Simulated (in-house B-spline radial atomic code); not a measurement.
Orbital energies and mean radii along the 3-electron series, configuration [He] 2s1. The effective charge is n√(-2ε), a non-relativistic measure. Computed with a B-spline radial code for spherical atoms: Dirac-Hartree-Fock, average of the configuration, finite nuclei.

| ion | Z | energy of 2s1/2 (Eh) | mean radius of 2s1/2 (bohr) | energy of 1s1/2 (Eh) | mean radius of 1s1/2 (bohr) | effective charge of 2s1/2 |
| --- | --- | --- | --- | --- | --- | --- |
| Yb67+ | 70 | -639.24 | 0.078705 | -2570.04 | 0.019559 | 71.512 |
| Lu68+ | 71 | -659.97 | 0.077316 | -2651 | 0.019221 | 72.662 |
| Hf69+ | 72 | ? | ? | ? | ? | ? |
| Ta70+ | 73 | -702.74 | 0.074641 | -2817.71 | 0.018569 | 74.979 |
| W71+ | 74 | ? | ? | ? | ? | ? |
| Re72+ | 75 | -747.29 | 0.072094 | -2990.92 | 0.017947 | 77.32 |
| Os73+ | 76 | -770.26 | 0.070864 | -3080.01 | 0.017647 | 78.499 |
| Ir74+ | 77 | ? | ? | ? | ? | ? |
| Pt75+ | 78 | -817.64 | 0.068487 | -3263.37 | 0.017066 | 80.877 |
| Au76+ | 79 | -842.06 | 0.067338 | -3357.69 | 0.016785 | 82.076 |

Problem. Fill in the row of Hf69+.

Solution. energy of 2s1/2 (Eh): -681.13; mean radius of 2s1/2 (bohr): 0.075962; energy of 1s1/2 (Eh): -2733.56; mean radius of 1s1/2 (bohr): 0.018891; effective charge of 2s1/2: 73.818.

Problem. Fill in the row of W71+.

Solution. energy of 2s1/2 (Eh): -724.79; mean radius of 2s1/2 (bohr): 0.073352; energy of 1s1/2 (Eh): -2903.49; mean radius of 1s1/2 (bohr): 0.018254; effective charge of 2s1/2: 76.147.

Problem. Fill in the row of Ir74+.

Solution. energy of 2s1/2 (Eh): -793.71; mean radius of 2s1/2 (bohr): 0.069662; energy of 1s1/2 (Eh): -3170.83; mean radius of 1s1/2 (bohr): 0.017353; effective charge of 2s1/2: 79.685.

Problem. How does the screening of 2s1/2 change?

Solution. Z less the effective charge goes from -1.51 at Z = 70 to -3.08 at Z = 79.
